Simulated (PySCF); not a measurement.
Electron correlation in Ar⁷⁺ (argon, charge +7)

[Ne] 3s1, 2S determinant. All numbers are calculated (PySCF 2.14, no relativity, point nucleus, in an even-tempered Gaussian basis (17 s from 0.25 bohr⁻², ratio 2.5; 12 p from 0.33 bohr⁻², ratio 2.5; 5 d from 1.6 bohr⁻², ratio 2.7; 5 f from 2.3 bohr⁻², ratio 2.7)). Frozen: 1s2; 9 electrons correlated; the 20 highest virtual orbitals of each spin left out.

```json
{"level": "CCSD", "correlation energy (mhartree)": "-305.95"}
{"level": "(T)", "correlation energy (mhartree)": "-1.07"}
{"level": "CCSD(T)", "correlation energy (mhartree)": "-307.02"}
```

Diagnostics: T1 = 0.0011, D1 = 0.0040, largest double amplitude 0.006.

Cost of the coupled-cluster step: of the order of 22 core-seconds, for 9 correlated electrons.
